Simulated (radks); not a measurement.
Task: Isoelectronic series with 14 electrons, each ion in its NIST ground configuration. Calculated with a radial shooting solver on a logarithmic mesh with Libxc functionals: Dirac Kohn-Sham, LDA (Slater exchange, Perdew-Wang correlation), spin-unpolarised, spherical densities, finite nucleus; open shells fill j = l - 1/2 first; Fermi nuclear charge, rms radius of each element as measured or else 0.836 A^(1/3) + 0.57 fm. Total energies (hartree) and mean radii <r> (bohr) (* marks an orbital that is empty in some or all of the ions):

ion,configuration,E (hartree),3p3/2*,3p1/2,3s1/2
Si,[Ne] 3s2 3p2,-288.82337,2.799,2.789,2.158
S2+,[Ne] 3s2 3p2,-396.58059,1.766,1.760,1.577
Cl3+,[Ne] 3s2 3p2,-457.26485,1.517,1.512,1.396
Ar4+,[Ne] 3s2 3p2,-522.48575,1.335,1.330,1.254
K5+,[Ne] 3s2 3p2,-592.24851,1.196,1.191,1.140
Ca6+,[Ne] 3s2 3p2,-666.56064,1.084,1.079,1.046
Sc7+,[Ne] 3s2 3p2,-745.43141,0.9922,0.9874,0.9664
Ti8+,[Ne] 3s2 3p2,-828.87147,0.9155,0.9107,0.8986
V9+,[Ne] 3s2 3p2,-916.89265,0.8502,0.8454,0.8398
Cr10+,[Ne] 3s2 3p2,-1009.50769,0.7939,0.7890,0.7884

Estimate the row of P+ ([Ne] 3s2 3p2).

Result: E (hartree) -340.43151; 3p3/2* 2.137; 3p1/2 2.130; 3s1/2 1.819.
